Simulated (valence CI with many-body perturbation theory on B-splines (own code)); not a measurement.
# Yb19+: key properties

Calculated by configuration interaction combined with many-body perturbation theory (CI+MBPT): five valence electrons over a frozen Dirac-Fock core [Kr] 4d10, a basis of 7 s, 7 p, 7 d, 7 f, 4 g, 2 h functions for each j, with the one-electron correlation potential Σ1 (screened to all orders), the two-electron term Σ2, the three-electron term Σ3, Breit, model QED; selected single and double excitations, second order for the rest, scaled by the run's own slope (own B-spline code, finite nucleus).

No measured spectrum was set against this ion. As an estimate, terms of the open shell hold to a few per cent of their energy, and close levels can change places. Among the levels kept, up to 1000 cm⁻¹ of a level comes from second order outside the variational space, and about a tenth of that is noise between levels of different J, which matters for small intervals. Only levels of the ground parity were solved; by the run's estimate the other parity begins above the list, which can be wrong where configurations are misplaced.

Rates and lifetimes use the calculated energies. Strong lines usually hold to 10 to 20 %, long lifetimes can be off by a factor of two.

Question: What is the ground level?

Answer: 4f⁵ ⁶H°_5/2, composition 84 % 4f⁵ ⁶H° + 14 % 4f⁵ ⁴G°, g = 0.338.

Question: Name the longest-lived excited levels whose lifetime is computed, and their main decay.

Answer: 4f⁵ ⁶F°_1/2 at 16819 cm⁻¹ lives 443 s, mostly by E2 to 4f⁵ ⁶H°_5/2.

Question: How well does LS coupling describe the low levels?

Answer: Among the lowest 20 levels the leading LS term, summed over configurations, holds 75 % on average. For single configurations the figures are 75 % in LS and 49 % in jj coupling. Terms mix most in the J = 5/2 level at 36069 cm⁻¹, where the leading one holds 34 %.

Question: What is the ionisation energy?

Answer: 487.76 eV; NIST lists 505 ± 25 eV (theoretical).

Question: How is the term ⁶H° of the ground level split?

Answer: J = 5/2 at 0.0, J = 7/2 at 5213, J = 9/2 at 10502, J = 11/2 at 15585, J = 13/2 at 20341, J = 15/2 at 24565 cm⁻¹.
